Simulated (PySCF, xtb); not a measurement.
Se(H)(SeH) (H2Se2), SMILES [SeH][SeH].

GFN2-xTB in xtb at its own geometry gives an orbital gap of 2.72 eV and a dipole moment of 0.52 D.

Geometry optimised at PBE0-D3(BJ)/def2-TZVP.

Question: What does CAM-B3LYP/def2-TZVPD (PySCF) give? (The exact figures need the calculation; the answer reports its results.)

Answer: gap 7.69 eV (levels -8.51 and -0.82 eV), dipole 0.83 D.
